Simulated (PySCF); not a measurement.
Isomers of C6H9N3Si, one GFN2-xTB conformer each. Single-point energies are computed at PBE0/pcSseg-1 (PySCF, gas phase, no added dispersion term), electronic only.

Task: Rank them by PBE0/pcSseg-1 energy, lowest first (kcal/mol).
A. `[CH3:1][SiH:2]([CH3:3])[n:4]1[n:5][cH:6][cH:7][c:8]1[C:9]#[N:10]` with C1–Si2–N4–N5 123°
B. `[CH:1]#[C:2][c:3]1[cH:4][n:5][n:6]([SiH:7]([CH3:8])[CH3:9])[n:10]1` with N5–N6–Si7–C8 -120°
C. `[SiH3:1][c:2]1[n:3][n:4][n:5][cH:6][c:7]1[CH:8]1[CH2:9][CH2:10]1` with C6–C7–C8–C9 35°
D. `[CH3:1]/[C:2]([C:3]#[N:4])=[N:5]/[SiH2:6][CH2:7][CH2:8][C:9]#[N:10]` with C2–N5–Si6–C7 108°, N5–Si6–C7–C8 35°, Si6–C7–C8–C9 -71°
E. `[CH:1]#[C:2][c:3]1[n:4][cH:5][n:6]([SiH:7]([CH3:8])[CH3:9])[n:10]1` with C5–N6–Si7–C8 119°
F. `[CH3:1][SiH:2]([CH3:3])[n:4]1[cH:5][cH:6][c:7]([C:8]#[N:9])[n:10]1` with C1–Si2–N4–C5 -120°
G. `[CH:1]#[C:2][c:3]1[n:4][n:5]([CH2:6][CH3:7])[n:8][c:9]1[SiH3:10]` with N4–N5–C6–C7 -88°

Result: F (0.0), A (1.7), E (29.5), D (32.1), B (42.2), G (69.5), C (78.1).

As drawn, the lowest has a C≡N group, which the highest lacks; the highest has a three-membered ring, which the lowest lacks. Neighbours under 2.5 kcal/mol apart (C[SiH](C)n1ccc(C#N)n1 and C[SiH](C)n1nccc1C#N) can change places with a better method, another conformer or zero-point energy. GFN2-xTB itself gives, in the same order: 1.7, 0.0, 14.3, 29.6, 27.9, 28.7, 33.4. GFN2-xTB puts C[SiH](C)n1nccc1C#N lowest instead; measured from each level's own lowest isomer, the values differ by up to 44.7 kcal/mol ([SiH3]c1nnncc1C1CC1: 33.4 against 78.1).

Task: Which frontier levels, dipoles and rotational constants go with these structures?

Result: 
```
                SMILES  HOMO (eV, PBE0/pcSseg-1)  LUMO (eV)  dipole (D)       A, B, C (MHz)
 C[SiH](C)n1ccc(C#N)n1                     -7.80      -0.86        6.40  2261, 647.3, 602.4
   C[SiH](C)n1nccc1C#N                     -7.70      -1.26        1.75   1515, 1064, 784.0
 C#Cc1ncn([SiH](C)C)n1                     -7.20      -0.63        3.64  2352, 643.0, 605.0
C/C(C#N)=N/[SiH2]CCC#N                     -7.80      -2.23        4.03  1510, 909.2, 677.3
 C#Cc1cnn([SiH](C)C)n1                     -7.20      -0.74        1.17  2413, 631.7, 597.2
  C#Cc1nn(CC)nc1[SiH3]                     -7.13      -0.68        1.21  1727, 794.6, 576.6
   [SiH3]c1nnncc1C1CC1                     -6.95      -1.76        6.01   1454, 1075, 654.2
```

Task: As an exercise, what shares would exp(−E/RT) give at 298.15 K from these electronic energies alone (no entropy, no degeneracies)?

Result: RT = 0.592 kcal/mol: C[SiH](C)n1ccc(C#N)n1 94.2 %, C[SiH](C)n1nccc1C#N 5.8 %, C#Cc1ncn([SiH](C)C)n1 under 0.1 %, C/C(C#N)=N/[SiH2]CCC#N under 0.1 %, C#Cc1cnn([SiH](C)C)n1 under 0.1 %, C#Cc1nn(CC)nc1[SiH3] under 0.1 %, [SiH3]c1nnncc1C1CC1 under 0.1 %.
